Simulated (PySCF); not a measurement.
Species: C2H10ClPSi2.
SMILES with atom numbers: `[CH3:1][Si@@H:2]([PH2:3])[SiH2:4][CH2:5][Cl:6]` (hydrogens: H7, H8, H9 on C1; H10 on Si2; H11, H12 on P3; H13, H14 on Si4; H15, H16 on C5)

The same species was optimised twice, with GFN2-xTB and with PBE0-D3(BJ)/def2-SVP (PySCF), and the same property calculations (PySCF, gas phase) were run on both structures.

| coordinate | GFN2-xTB | PBE0-D3(BJ)/def2-SVP | change |
| --- | --- | --- | --- |
| C1–Si2 (Å) | 1.907 | 1.881 | -0.026 |
| Si2–P3 (Å) | 2.255 | 2.278 | +0.023 |
| Si4–C5 (Å) | 1.917 | 1.903 | -0.014 |
| C5–Cl6 (Å) | 1.785 | 1.795 | +0.010 |
| Si2–Si4 (Å) | 2.339 | 2.344 | +0.005 |
| P3–Si2–Si4 (°) | 114.4 | 110.4 | -4.0 |
| C1–Si2–P3 (°) | 105.6 | 108.2 | +2.6 |
| Si2–Si4–C5 (°) | 109.0 | 111.0 | +2.0 |
| Si4–C5–Cl6 (°) | 108.8 | 109.6 | +0.8 |
| C1–Si2–Si4 (°) | 111.5 | 112.1 | +0.6 |
| C1–Si2–Si4–C5 (°) | 79 | 76 | -3 |
| Si2–Si4–C5–Cl6 (°) | -57 | -54 | +3 |

Rotational constants: A = 2712, B = 683.0, C = 580.2 MHz (GFN2-xTB) against A = 2697, B = 683.9, C = 578.1 MHz (PBE0-D3(BJ)/def2-SVP). Point groups within 0.08 Å: C1 and C1.

On the GFN2-xTB structure: HOMO (eV) -7.29 [PBE0/pcSseg-1]; LUMO (eV) -0.40 [PBE0/pcSseg-1]; dipole (D) 1.57 [PBE0/pcSseg-1]; GIAO shielding of C1 (ppm) 188.1 [PBE0/pcSseg-1]; GIAO shielding of Si2 (ppm) 402.0 [PBE0/pcSseg-1]; GIAO shielding of P3 (ppm) 615.4 [PBE0/pcSseg-1]; GIAO shielding of Si4 (ppm) 413.5 [PBE0/pcSseg-1]; GIAO shielding of C5 (ppm) 155.0 [PBE0/pcSseg-1]; GIAO shielding of Cl6 (ppm) 908.6 [PBE0/pcSseg-1].

Problem. What do these properties become on the PBE0-D3(BJ)/def2-SVP structure?

Solution. 
```
                                    property          level  on GFN2-xTB  on PBE0-D3(BJ)/def2-SVP  change
                                   HOMO (eV)  PBE0/pcSseg-1        -7.29                    -7.22   +0.07
                                   LUMO (eV)  PBE0/pcSseg-1        -0.40                    -0.26   +0.14
                                  dipole (D)  PBE0/pcSseg-1         1.57                     1.43   -0.14
energy, GFN2-xTB geometry as zero (kcal/mol)  PBE0/pcSseg-1          0.0                     -2.8    -2.8
                  GIAO shielding of C1 (ppm)  PBE0/pcSseg-1        188.1                    187.3    -0.8
                 GIAO shielding of Si2 (ppm)  PBE0/pcSseg-1        402.0                    398.1    -3.9
                  GIAO shielding of P3 (ppm)  PBE0/pcSseg-1        615.4                    588.6   -26.8
                 GIAO shielding of Si4 (ppm)  PBE0/pcSseg-1        413.5                    406.6    -6.9
                  GIAO shielding of C5 (ppm)  PBE0/pcSseg-1        155.0                    152.7    -2.3
                 GIAO shielding of Cl6 (ppm)  PBE0/pcSseg-1        908.6                    901.9    -6.7
```

The heavy atoms differ by 0.056 Å rms after alignment. Among bonds between heavy atoms C1–Si2 changes most (-0.026 Å). Changes are differences of the printed values. Neither structure is proved a minimum here.

Shape of the structure used: `[CH3:1][Si@@H:2]([PH2:3])[SiH2:4][CH2:5][Cl:6]`: C1–Si2–Si4–C5 76°, Si2–Si4–C5–Cl6 -54°, H–P3–Si2–C1 169°, H–P3–Si2–C1 76°.
